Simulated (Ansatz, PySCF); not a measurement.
Lewis adduct: GaH2I (SMILES [GaH2][I]) (first 4 atoms) with H2O (SMILES O); geometry from B3LYP-D3(BJ)/def2-TZVP, rigid monomers moved along the line of their centres of mass till Ga1···O5 is 2.01 Å.
(charge 0, multiplicity 1):
```xyz
7

Ga    -0.02731    -1.20652     1.50893
I     -0.16180     1.06806     0.28494
H      1.39650    -1.83710     1.48392
H     -1.41063    -1.91962     1.66195
O     -0.00559    -0.18167     3.23613
H      0.15889     0.74710     3.00416
H     -0.87700    -0.20764     3.65364
```

Monomers are frozen at their geometry in the pair; levels with a basis set take the counterpoise correction.

Frozen-core correlation. Filled d and f shells under p-block atoms count as core. CBS(a, b) extrapolates the correlation energy as X⁻³ and adds the Hartree–Fock energy of set b.

Codes used: Ansatz (Gaussian orbitals); PySCF for the dispersion terms. Values without a source in brackets are computed. In def2 rows elements past Kr take small-core potentials, without spin–orbit coupling.

PBE/def2-TZVPPD gives -13.81 kcal/mol for the interaction energy.

Where do these levels fall relative to PBE: PBE-D3(BJ)/def2-TZVPPD, r2SCAN/def2-TZVPPD, PBE0/def2-TZVPPD, wB97M-V/def2-TZVPPD, MP2/CBS(def2-SVPD, def2-TZVPPD), CCSD(T)/CBS(def2-SVPD, def2-TZVPPD).

PBE-D3(BJ)/def2-TZVPPD -1.53; r2SCAN/def2-TZVPPD -4.64; PBE0/def2-TZVPPD -2.50; wB97M-V/def2-TZVPPD -4.16; MP2/CBS(def2-SVPD, def2-TZVPPD) -2.60; CCSD(T)/CBS(def2-SVPD, def2-TZVPPD) -1.98 kcal/mol. 0 of 6 lie above PBE; the widest gap is to r2SCAN/def2-TZVPPD.

Ansatz is an electronic-structure program.
